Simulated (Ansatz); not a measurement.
`CN([SiH2]O)[SiH](O)F` at its PBE0-D4/def2-TZVP geometry, where that method's forces vanish. Charge 0, multiplicity 1.

```xyz
15

C    -0.5541    1.2735   -1.2706
N    -0.1535    0.3264   -0.2276
Si   -1.4035   -0.7395    0.3358
O    -0.8849   -1.5452    1.6628
Si    1.3946    0.3613    0.4785
O     1.9002   -1.1601    0.8425
F     2.3821    1.0243   -0.5866
H    -1.1009    0.7609   -2.0693
H    -1.1992    2.0659   -0.8768
H     0.3191    1.7402   -1.7276
H    -2.6060    0.0329    0.7345
H    -1.7734   -1.6552   -0.7802
H     0.0198   -1.8745    1.6455
H     1.5255    1.1168    1.7345
H     2.1341   -1.7278    0.1044
```

Task: What forces (eV/Å) does r2SCAN-D4/def2-TZVPP give on these atoms in Ansatz 0.2.0? (Best estimate.)

Result: Ansatz gave: 
```
C1  -0.065  0.177 -0.188
N2   0.047 -0.139  0.134
Si3 -0.033  0.001 -0.031
O4  -0.003 -0.014  0.052
Si5 -0.011  0.031  0.049
O6   0.025 -0.028  0.057
F7   0.027  0.031 -0.036
H8   0.002  0.007  0.007
H9   0.002 -0.004 -0.007
H10 -0.013 -0.006  0.005
H11  0.014 -0.015 -0.010
H12 -0.005  0.018  0.009
H13  0.014 -0.015 -0.003
H14 -0.001 -0.021 -0.018
H15 -0.002 -0.023 -0.021
```
